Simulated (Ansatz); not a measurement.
`C[O][W](=[O])([F])=[S]` + NH₃ → `C[O][W]([NH2])(=[O])=[S]` + H–F at 500 K and 1 bar (ligand exchange at a W–F bond).

Program: Ansatz. Geometries: PBE0-D4/def2-TZVP. ΔE: electronic, gas phase. CBS: MP2 limit from def2 TZ/QZ plus the TZ coupled-cluster correction, frozen cores. This one scheme is used for every species. def2 core potentials past Kr. For W outer-core shells are correlated without core-valence functions, which leaves a few kJ/mol of doubt a bond. One conformer a species, not always the lowest.

| species | CCSD(T)/CBS energy (Eh) | H − E (kJ/mol) | S (J/(mol·K)) |
| --- | --- | --- | --- |
| `C[O][W](=[O])([F])=[S]` | -754.90807 | 178.9 | 458.5 |
| NH₃ | -56.50880 | 108.2 | 211.8 |
| `C[O][W]([NH2])(=[O])=[S]` | -711.00548 | 246.0 | 481.1 |
| H–F | -100.39570 | 39.4 | 188.7 |

H − E and S are ideal-gas, rigid-rotor, harmonic terms from PBE0-D4/def2-TZVP, for one conformer and one mirror image of each species. 1 Eh = 2625.50 kJ/mol, R = 8.31446 J/(mol·K).

By hand: ΔE, ΔH, ΔS and ΔG.

ΔE = (-711.00548) + (-100.39570) − (-754.90807) − (-56.50880) = 0.01569 Eh = 41.2 kJ/mol. Δ(H − E) = 246.0 + 39.4 − 178.9 − 108.2 = -1.7, so ΔH = 39.5 kJ/mol. ΔS = 481.1 + 188.7 − 458.5 − 211.8 = -0.5 J/(mol·K). ΔG = 39.5 − 500 × (-0.5)/1000 = 39.8 kJ/mol.

By hand: the equilibrium constant, and the temperature at which ΔG would vanish if ΔH and ΔS stayed fixed.

log₁₀ K = −ΔG/(RT ln 10) = -4.2. ΔH and −TΔS have one sign here, so there is no such temperature.

The number of gas molecules stays the same, so ΔS is small and ΔH decides. A doubt of 5 kJ/mol in ΔE shifts log₁₀ K by 0.5 here. Other conformers and mirror images would add mixing entropy, several J/(mol·K) or more a flexible species. Modes under 60 cm⁻¹, often nearly free rotors, make the harmonic entropy too high. These are equilibria of isolated gas molecules and say nothing of rates. Largest T1 diagnostic: 0.022 (customary marks: 0.02 for closed shells, 0.045 for open ones).

ΔS is within the doubt of such terms, so its sign, and with it that verdict, could turn.
